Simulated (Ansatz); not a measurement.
Consider the redistribution: `C[SiH]([SiH3])[NH][AlH2]` + `BOC` → `CO[SiH](C)[SiH3]` + `B[NH][AlH2]`.

Calculated with Ansatz (gas phase, PBE0-D4/def2-TZVP geometries, no zero-point term in ΔE). CCSD(T)/CBS is the MP2 limit (def2-TZVPP, def2-QZVPP) plus CCSD(T) − MP2 in def2-TZVPP, frozen cores. DFT in def2-TZVPP. B3LYP here is the variant with VWN-RPA as its local correlation; programs differ in this. Each species was taken in one conformer, which may not be the lowest.

`C[SiH]([SiH3])[NH][AlH2]`:

Z-matrix (Å, degrees):
```
C
Si 1 1.873
H 1 1.093 2 111.2
H 1 1.093 2 110.7 3 119.9
H 1 1.093 2 110.6 3 -120.1
Si 2 2.349 1 109.7 3 -61.3
N 2 1.735 1 112.7 3 61.8
H 2 1.491 1 109.3 3 179.3
H 6 1.490 2 111.1 1 -174.1
H 6 1.493 2 110.0 1 66.8
H 6 1.491 2 112.1 1 -52.8
Al 7 1.782 2 129.2 1 117.0
H 7 1.013 2 114.6 1 -65.4
H 12 1.580 7 118.2 2 -2.5
H 12 1.584 7 117.5 2 177.8
```

`BOC`:

Cartesian coordinates in Å:
```
B -0.916 0.004 0.990
O -0.143 -0.702 0.157
C 0.720 -0.085 -0.778
H -0.896 1.208 0.963
H -1.610 -0.617 1.742
H 0.660 1.005 -0.713
H 1.744 -0.407 -0.579
H 0.441 -0.407 -1.782
```

`CO[SiH](C)[SiH3]`:

Cartesian coordinates in Å:
```
C -1.192 0.886 -1.909
O -0.170 0.111 -1.329
Si 0.294 0.281 0.247
C -1.074 -0.178 1.436
Si 2.174 -1.090 0.504
H -2.176 0.621 -1.505
H -1.026 1.958 -1.748
H -1.200 0.696 -2.984
H 0.656 1.713 0.495
H -1.389 -1.215 1.296
H -1.946 0.468 1.306
H -0.728 -0.064 2.467
H 2.690 -0.974 1.897
H 1.824 -2.516 0.259
H 3.262 -0.698 -0.432
```

`B[NH][AlH2]`:

Z-matrix (Å, degrees):
```
B
N 1 1.403
H 1 1.201 2 118.6
H 1 1.200 2 120.9 3 180.0
Al 2 1.803 1 124.4 3 -0.0
H 2 1.012 1 115.8 3 -180.0
H 5 1.577 2 118.3 1 0.1
H 5 1.583 2 117.1 1 -179.8
```

```
             level  ΔE (kJ/mol)
            PBE-D4         -6.8
               PBE         -8.1
              PBE0        -11.1
             B3LYP        -13.3
     HF/def2-TZVPP        -19.4
CCSD(T)/def2-TZVPP        -10.5
    MP2/def2-QZVPP        -11.3
SCS-MP2/def2-QZVPP        -12.2
```

(1) What does CCSD(T)/CBS give? (An estimate is asked.)

Largest T1 diagnostic among the species: 0.014.

## Answers

(1) Ansatz gave: -10.8 kJ/mol. The listed levels differ from it by 4.0, 2.7, -0.3, -2.5, -8.6, 0.3, -0.5, -1.4 kJ/mol.

In def2-TZVPP, CCSD(T) changes the Hartree–Fock value by +8.9 kJ/mol (the triples alone add +1.9 kJ/mol) and MP2 by +8.2 kJ/mol.
